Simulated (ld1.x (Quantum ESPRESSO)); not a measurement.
## Configuration tests for technetium (TM)

- Element: technetium (Tc)
- Generator: ld1.x (Quantum ESPRESSO) 7.5
- Type: norm-conserving Troullier–Martins (Kleinman–Bylander form)
- Functional: LDA (PZ)
- Relativity: fully relativistic
- Frozen core: [Kr]
- Valence charge: 7
- Reference configuration: 4d4 5s0 5p0 (charge +3)
- Partial waves: 5s (bound, empty): rc 2.55 bohr; 5p (bound, empty): rc 2.85 bohr; 4d (bound): rc 1.65 bohr
- Local potential: the d channel
- Core correction: a·sin(br)/r model core inside 1.70 bohr

Open shells are filled in proportion to 2j + 1 (rel_dist='average').

Energies are relative to the spin-unpolarised reference configuration 4d4 5s0 5p0; without spin polarisation the order of configurations can differ from experiment. The d channel is local and has no spin–orbit splitting in the pseudo-atom.

Question: Give the all-electron excitation energy and the error of the potential for: 4d5 5s2 5p0; 4d5 5s1 5p0; 4d5 5s0 5p0; 4d6 5s1 5p0; 4d4 5s2 5p1; 4d5 5s0 5p2; 4d3 5s0 5p0.

Answer:

| valence configuration | charge | ΔE all-electron (eV) | error AE − PS (meV) |
| --- | --- | --- | --- |
| 4d5 5s2 5p0 | 0 | -52.559 | -23 |
| 4d5 5s1 5p0 | +1 | -44.127 | -70 |
| 4d5 5s0 5p0 | +2 | -28.925 | -122 |
| 4d6 5s1 5p0 | 0 | -53.425 | -222 |
| 4d4 5s2 5p1 | 0 | -45.963 | -3.2 |
| 4d5 5s0 5p2 | 0 | -44.673 | -59 |
| 4d3 5s0 5p0 | +4 | 42.227 | -190 |

Levels in the configuration 4d6 5s1 5p0:

```
   level  all-electron (eV)  pseudo (eV)
4d j=3/2             -4.824       -4.525
4d j=5/2             -4.563       -4.525
5s j=1/2             -4.432       -4.535
```

Note: ghost states, extra bound levels that the all-electron valence spectrum of the same l lacks: s at -122.8 eV, p3/2 at -51.2 eV, p1/2 at -48.8 eV. A true bound ghost makes a file unfit for plane-wave use.
